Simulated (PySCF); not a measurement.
**Excitation energy of S⁺ by level of theory**

S⁺ [Ne] 3s2 3p3 (4S) → S⁺ [Ne] 3s1 3p3 4s1 (6S), as a difference of total energies. Calculation: PySCF 2.14, in aug-cc-pwCVTZ; the non-relativistic Hamiltonian (point nucleus). Correlated levels: valence: [Ne] frozen; valence and next inner shell: 1s2 frozen; nothing frozen. The calculations carry no spin-orbit coupling.

```tsv
method	excitation energy (eV)
UHF	18.501
LDA	20.575
PBE	20.497
PBE0	20.423
r2SCAN	20.033
BHandHLYP	20.909
MN15	20.308
M06-2X	20.970
B3LYP	20.896
MP2 (valence)	20.073
SCS-MP2 (valence)	20.625
MP2 (valence and next inner shell)	20.289
SCS-MP2 (valence and next inner shell)	20.783
MP2 (all electrons)	20.285
SCS-MP2 (all electrons)	20.780
```

Question: How much does correlation contribute at MP2 (all electrons)?

Answer: 20.285 − (18.501) = 1.784 eV, measured against UHF.

The promoted electron is Rydberg-like, and one or two diffuse shells describe it only roughly, which tends to raise the upper state.
